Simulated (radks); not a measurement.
The numbers below are computed, except where a source is named.
Spherical quantum dot in the effective-mass picture: electrons in a well V = -V0 / (1 + exp((r - R)/a)) with V0 = 13.5, R = 4.52, a = 0.21, with a point charge +2 (a donor) at the centre, all in effective atomic units (hartree* = m*/eps^2 hartree, bohr* = eps/m* bohr), one dielectric constant everywhere. Level of theory: non-relativistic Kohn-Sham, LDA (Slater exchange, Perdew-Wang correlation), spin-polarised, spherical densities (a radial shooting solver with Libxc functionals). Levels are named by radial order and angular momentum (1s, 1p, 1d, 2s, ...), and open shells are averaged over m. Results are scaled to m* = 0.139 and eps = 5.1, for which hartree* = 145.4 meV and bohr* = 1.942 nm.

N = 22, configuration 1s2 1p6 1d10 2s2 1f(up 2, down 0). This is the lowest configuration that the search found. Occupied and some empty levels:

level,occupation,eigenvalue (meV),<r> (nm)
1s up,1,-1107.0,4.192
1s down,1,-1105.4,4.056
1p up,3,-1075.1,5.972
1p down,3,-1072.2,5.961
2s up,1,-1061.2,3.665
2s down,1,-1059.7,3.788
1d up,5,-1040.9,6.209
1d down,5,-1037.8,6.204
1f up,2,-994.88,6.393
1f down,0,-991.78,6.391
1g up,0,-938.04,6.550
1g down,0,-934.89,6.550
2p up,0,-913.44,4.395
2p down,0,-912.15,4.391
2d up,0,-831.87,5.027
2d down,0,-830.19,5.022

Energy (meV): total -33473.8, kinetic 2417.3, external -45370, Hartree 10686, exchange-correlation -1207.3.

Electron density:

r (nm),n(r) (e/nm^3)
0.240,0.3082
0.841,0.09569
1.44,0.03277
2.05,0.01267
2.65,0.006343
3.25,0.005125
3.85,0.006280
4.45,0.008765
5.06,0.01177
5.66,0.01412
6.26,0.01428
6.86,0.01126
7.46,0.006149
8.07,0.001944
8.67,0.0002969
9.27,0.00002307
9.87,1.271e-06
10.5,6.394e-08
11.1,3.269e-09
11.7,1.690e-10
